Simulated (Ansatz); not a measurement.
C₄H₁₁AlO, SMILES `CC(C)(C)[O][AlH2]`, relaxed with RKS PBE-D4/def2-SVP in Ansatz from a rough embedded geometry. The force threshold is 0.03 eV/Å; the program also tests the step.

The species carries charge 0 and has multiplicity 1.

Start:

```xyz
17

C    -0.602    0.170    1.369
C     0.048    0.337   -0.036
C     0.292    1.821   -0.199
C     1.427   -0.308   -0.183
O    -0.815   -0.051   -1.073
Al   -1.323   -1.868   -1.183
H     0.042    0.600    2.133
H    -0.642   -0.944    1.561
H    -1.631    0.545    1.366
H     0.706    2.058   -1.220
H     0.943    2.235    0.565
H    -0.698    2.411   -0.171
H     1.846   -0.325   -1.171
H     2.131    0.042    0.565
H     1.324   -1.447    0.110
H    -2.618   -2.381   -0.405
H    -0.428   -2.895   -2.029
```

Question: By how much does the energy fall, and how many steps does the optimiser take? (Best estimate.)

Answer: Computed: 0.76 eV, in 10 steps.

Question: Which bonds change most? (Estimate.)

Answer: The calculation gave: O5–Al6 from 1.889 to 1.691 Å; C4–H15 from 1.180 to 1.109 Å; C3–H12 from 1.153 to 1.109 Å; C4–H13 from 1.074 to 1.108 Å.

Question: Give the relaxed structure. (Best estimate.)

Answer: Computed: 
```xyz
17

C    -0.380    0.181    1.596
C     0.166    0.213    0.158
C     0.091    1.638   -0.414
C     1.615   -0.305    0.122
O    -0.632   -0.625   -0.647
Al   -1.540   -1.757   -1.514
H     0.220    0.825    2.269
H    -0.352   -0.855    1.991
H    -1.431    0.532    1.617
H     0.460    1.651   -1.460
H     0.702    2.345    0.181
H    -0.958    1.996   -0.413
H     1.999   -0.304   -0.918
H     2.283    0.323    0.745
H     1.658   -1.344    0.507
H    -3.056   -2.006   -1.080
H    -0.845   -2.511   -2.739
```
